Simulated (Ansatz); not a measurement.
F₅Nb, SMILES [F][Nb]([F])([F])([F])[F] (connectivity only; charge and spin as stated), charge +1, multiplicity 2. Atoms are numbered in the order given.

```xyz
6

Nb     0.0000     0.0000     0.2267
F      0.0000    -1.4620     1.2634
F      0.0000     1.4620     1.2634
F      0.0000     0.0000    -1.8495
F      1.7223     0.0000    -0.4552
F     -1.7223     0.0000    -0.4552
```
Charge +1, spin multiplicity 2.

Geometry: r2SCAN-D4/def2-SVP. The spin state was assumed, not searched. The isomer is the one that the SMILES or the coordinates give; other isomers of the formula were not compared. The def2 effective core potentials stand for the cores of Nb; spin–orbit coupling is left out.

Two levels are set side by side: PBE-D3(BJ)/def2-SVP (Ansatz, a program for electronic structure) and r2SCAN-D4/def2-SVP (Ansatz). Each level has its own optimised geometry; the coordinates shown are those of the second. Differences are taken from unrounded values.

```json
[
 {"quantity": "mean bond length (Å)", "r2SCAN-D4": "1.873", "PBE-D3(BJ)": "1.876", "PBE-D3(BJ) minus r2SCAN-D4": "0.003"},
 {"quantity": "bond Nb1–F2 (Å)", "r2SCAN-D4": "1.792", "PBE-D3(BJ)": "1.805", "PBE-D3(BJ) minus r2SCAN-D4": "0.013"},
 {"quantity": "bond Nb1–F3 (Å)", "r2SCAN-D4": "1.792", "PBE-D3(BJ)": "1.805", "PBE-D3(BJ) minus r2SCAN-D4": "0.013"},
 {"quantity": "bond Nb1–F4 (Å)", "r2SCAN-D4": "2.076", "PBE-D3(BJ)": "2.001", "PBE-D3(BJ) minus r2SCAN-D4": "-0.075"},
 {"quantity": "bond Nb1–F5 (Å)", "r2SCAN-D4": "1.852", "PBE-D3(BJ)": "1.884", "PBE-D3(BJ) minus r2SCAN-D4": "0.032"},
 {"quantity": "bond Nb1–F6 (Å)", "r2SCAN-D4": "1.852", "PBE-D3(BJ)": "1.884", "PBE-D3(BJ) minus r2SCAN-D4": "0.032"}
]
```
